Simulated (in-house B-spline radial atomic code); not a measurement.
Atomic self-consistent-field run: Ge²⁺. Computed with a B-spline radial code for spherical atoms: non-relativistic r2SCAN, spin-polarised, spherical fractional occupations, point nucleus, inside a hard spherical wall at 8.78 bohr.

Command:
```bash
python run_scf.py task.json out
```
Settings:
```
Z                32
configuration    [Ne] 3s2 3p5 3d10 4s2 4f1
hamiltonian      nr
method           r2scan
spin_polarised   True
wall_radius      8.78
```

Output (hartree, bohr):
```
 radial grid: 46 intervals, B-splines of order 8, outer radius 8.78 bohr

 iter        energy (Eh)    residual
    1       -2070.839752    6.06e-02
    2       -2070.843868    1.56e-03
    3       -2070.843895    9.05e-04
    4       -2070.843899    4.27e-04
    5       -2070.843900    7.48e-05
    6       -2070.843900    2.18e-05
    7       -2070.843900    9.27e-06
    8       -2070.843900    2.81e-06
    9       -2070.843900    2.75e-07

 total energy                     -2070.84390
 kinetic                            2069.6792
 electron-nucleus                  -4915.8058
 Hartree                             852.6301
 exchange-correlation                -77.3474

 orbital      occ     eigenvalue          <r>       <r^2>       <1/r>       <r^4>     <1/r^2>       r_max
 1s up      1.000      -399.8207    0.0478624  0.00306939     31.4999 2.39951e-05     1995.04     0.03159
 1s down    1.000      -399.7830    0.0478587  0.00306889     31.5018 2.39881e-05     1995.24     0.03159
 2s up      1.000       -51.1332     0.213523   0.0537225     6.93861  0.00499252     196.848      0.1793
 2s down    1.000       -51.1229     0.213506   0.0537031     6.93719  0.00498464     196.723      0.1793
 2p up      3.000       -45.6405      0.18514   0.0419373     6.89532  0.00353084     64.8943      0.1427
 2p down    3.000       -45.6079     0.185184   0.0419491     6.89297  0.00352944     64.8505      0.1427
 3s up      1.000        -7.6492     0.627713    0.453286     2.25727    0.327464     31.3396      0.5488
 3s down    1.000        -7.5626     0.629108     0.45544     2.25134    0.331228      31.158      0.5493
 3p up      3.000        -5.7922     0.641473    0.482172     2.13668    0.395961     9.92901      0.5442
 3p down    2.000        -5.7073     0.643501    0.485555     2.13068    0.402981      9.8804      0.5449
 3d up      5.000        -2.5661     0.689239    0.592729     1.85559    0.779829     4.53804      0.4981
 3d down    5.000        -2.4985     0.693904    0.602608     1.84853    0.816111     4.51459      0.4982
 4s up      1.000        -1.3610      1.82086     3.75355    0.722808      21.484     3.91407         1.6
 4s down    1.000        -1.3605      1.82072     3.74504    0.721166     21.1821     3.88126       1.608
 4f up      1.000        -0.1949      4.76181     24.5217    0.232011     776.279   0.0613658       4.672
```

Run time, properties included: 0.14 s on 1 thread of Arm Neoverse V1 (shared host).
